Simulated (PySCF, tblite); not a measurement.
Isomers of C7H8N2O, one GFN2-xTB conformer each. Single-point energies are computed at PBE0/pcSseg-1 (PySCF, gas phase, no added dispersion term), electronic only.

| SMILES | GFN2-xTB relative energy (kJ/mol) |
| --- | --- |
| O=Cc1ccnn1C1CC1 | 5.5 |
| CC(=O)c1ccc(C)nn1 | 0.0 |
| CC(=O)/N=C(C)/C=C\C#N | 86.7 |
| C=Cc1nnc(C2CC2)o1 | 24.9 |
| C=CCn1nccc1C=O | 36.6 |
| CC(=O)c1cnncc1C | 10.9 |

Conformers: `[O:1]=[CH:2][c:3]1[cH:4][cH:5][n:6][n:7]1[CH:8]1[CH2:9][CH2:10]1` with O1–C2–C3–C4 180°, N6–N7–C8–C9 -34°; `[CH3:1][C:2](=[O:3])[c:4]1[cH:5][cH:6][c:7]([CH3:8])[n:9][n:10]1` with C1–C2–C4–C5 180°; `[CH3:1][C:2](=[O:3])/[N:4]=[C:5]([CH3:6])/[CH:7]=[CH:8]\[C:9]#[N:10]` with C1–C2–N4–C5 115°, N4–C5–C7–C8 17°; `[CH2:1]=[CH:2][c:3]1[n:4][n:5][c:6]([CH:7]2[CH2:8][CH2:9]2)[o:10]1` with C1–C2–C3–N4 2°, N5–C6–C7–C8 -36°; `[CH2:1]=[CH:2][CH2:3][n:4]1[n:5][cH:6][cH:7][c:8]1[CH:9]=[O:10]` with C1–C2–C3–N4 120°, C2–C3–N4–N5 91°, C7–C8–C9–O10 177°; `[CH3:1][C:2](=[O:3])[c:4]1[cH:5][n:6][n:7][cH:8][c:9]1[CH3:10]` with C1–C2–C4–C5 27°.

Task: What does PBE0/pcSseg-1 give for the same structures?

Result: 
```tsv
SMILES	PBE0/pcSseg-1 E (Eh)	PBE0/pcSseg-1 (kJ/mol)	GFN2-xTB (kJ/mol)	point group
CC(=O)c1ccc(C)nn1	-455.67811	0.0	0.0	Cs
CC(=O)c1cnncc1C	-455.66739	28.1	10.9	C1
C=CCn1nccc1C=O	-455.65761	53.8	36.6	C1
CC(=O)/N=C(C)/C=C\C#N	-455.65617	57.6	86.7	C1
O=Cc1ccnn1C1CC1	-455.65516	60.3	5.5	Cs
C=Cc1nnc(C2CC2)o1	-455.63575	111.2	24.9	near Cs
```

Both levels put the same isomer lowest; measured from each level's own lowest isomer, the values differ by up to 86.3 kJ/mol (C=Cc1nnc(C2CC2)o1: 24.9 against 111.2). As drawn, the lowest has a C=O bond, which the highest lacks; the highest has a three-membered ring and a C=C bond outside aromatic rings, which the lowest lacks. Neighbours under 10 kJ/mol apart (C=CCn1nccc1C=O and CC(=O)/N=C(C)/C=C\C#N; CC(=O)/N=C(C)/C=C\C#N and O=Cc1ccnn1C1CC1) can change places with a better method, another conformer or zero-point energy.

Task: Which frontier levels, dipoles and rotational constants go with these structures?

Result: 
```
               SMILES  HOMO (eV, PBE0/pcSseg-1)  LUMO (eV)  dipole (D)       A, B, C (MHz)
    CC(=O)c1ccc(C)nn1                     -6.91      -2.10        3.15  3710, 848.3, 696.3
      CC(=O)c1cnncc1C                     -6.80      -2.38        2.57   2245, 1211, 813.4
       C=CCn1nccc1C=O                     -7.64      -1.82        1.42   2073, 1238, 857.0
CC(=O)/N=C(C)/C=C\C#N                     -7.24      -2.76        5.96   1700, 1190, 784.5
      O=Cc1ccnn1C1CC1                     -7.28      -1.84        1.44   1880, 1396, 854.8
    C=Cc1nnc(C2CC2)o1                     -6.82      -1.38        3.05  5584, 706.3, 659.2
```

Task: What happens when harmonic zero-point energies from GFN2-xTB frequencies are added?

Result: 
| SMILES | ZPE (kJ/mol) | electronic (kJ/mol) | with ZPE (kJ/mol) |
| --- | --- | --- | --- |
| CC(=O)c1ccc(C)nn1 | 358.2 | 0.0 | 0.0 |
| CC(=O)c1cnncc1C | 360.0 | 28.1 | 30.0 |
| C=CCn1nccc1C=O | 361.2 | 53.8 | 56.8 |
| CC(=O)/N=C(C)/C=C\C#N | 352.4 | 57.6 | 51.8 |
| O=Cc1ccnn1C1CC1 | 365.6 | 60.3 | 67.7 |
| C=Cc1nnc(C2CC2)o1 | 363.9 | 111.2 | 117.0 |

The zero-point energies span 13.2 kJ/mol. The lowest isomer stays, but the order above it changes.
